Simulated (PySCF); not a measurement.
Start geometry of `CC[N+]1(C)CCCC1` from GFN2-xTB (Å):
```
atom  x, y, z in Å
C1     2.582    0.221   -0.016
C2     1.323   -0.105    0.798
N3     0.065   -0.332   -0.002
C4     0.303   -1.465   -0.915
C5    -0.306    0.890   -0.775
C6    -1.817    1.021   -0.619
C7    -2.004    0.575    0.829
C8    -1.049   -0.606    0.934
H9     3.357    0.514    0.689
H10    2.911   -0.595   -0.603
H11    2.389    1.096   -0.663
H12    1.124    0.712    1.508
H13    1.497   -0.998    1.366
H14    1.068   -1.264   -1.597
H15   -0.645   -1.641   -1.484
H16    0.502   -2.354   -0.338
H17    0.177    1.774   -0.309
H18    0.014    0.822   -1.793
H19   -2.159    2.022   -0.800
H20   -2.361    0.355   -1.296
H21   -1.741    1.376    1.502
H22   -3.031    0.274    1.040
H23   -1.557   -1.511    0.590
H24   -0.708   -0.763    1.948
```

What comes out of this run: PBE0-D3(BJ)/def2-SVP geometry optimisation, gas phase in PySCF 2.14.0?

```
atom  x, y, z in Å
C1     2.7303    0.3773   -0.0186
C2     1.5080   -0.0149    0.7780
N3     0.2649   -0.2749   -0.0371
C4     0.4733   -1.4221   -0.9602
C5    -0.1519    0.9610   -0.8210
C6    -1.6569    1.0391   -0.6714
C7    -1.8529    0.6057    0.7745
C8    -0.9069   -0.5742    0.9001
H9     3.5331    0.6172    0.6929
H10    3.1041   -0.4338   -0.6582
H11    2.5691    1.2731   -0.6352
H12    1.2321    0.7757    1.4912
H13    1.6916   -0.9338    1.3539
H14    1.3105   -1.2085   -1.6329
H15   -0.4400   -1.5771   -1.5474
H16    0.6890   -2.3224   -0.3705
H17    0.3292    1.8261   -0.3449
H18    0.2185    0.8785   -1.8500
H19   -2.0283    2.0506   -0.8843
H20   -2.1644    0.3506   -1.3661
H21   -1.5671    1.4150    1.4645
H22   -2.8852    0.3183    1.0154
H23   -1.3748   -1.5030    0.5491
H24   -0.5157   -0.7473    1.9101
```

The energy falls by 6.2 kcal/mol over 6 energy and gradient evaluations, the largest force component goes from 0.0564 to 3.4e-04 Eh/bohr, and the atoms move by 0.040 Å rms after alignment. The bond that changes most is C4–H14 (N-methyl carbon to methyl hydrogen), which lengthens by 0.051 Å. Bonds longer at the end by more than 0.005 Å: 14 of 24; shorter: 5. Among the angles that change most is N3–C8–H24, from 112.4° to 108.8°. Rotational constants go from 3400, 1494, 1461 to 3310, 1489, 1453 MHz. The orientation of the end geometry is arbitrary; only internal coordinates are fixed.

The run used 192 basis functions and 36 SCF cycles in all.

PBE0-D3(BJ)/def2-SVP frequencies: not computed here.

One conformer stands for the species.
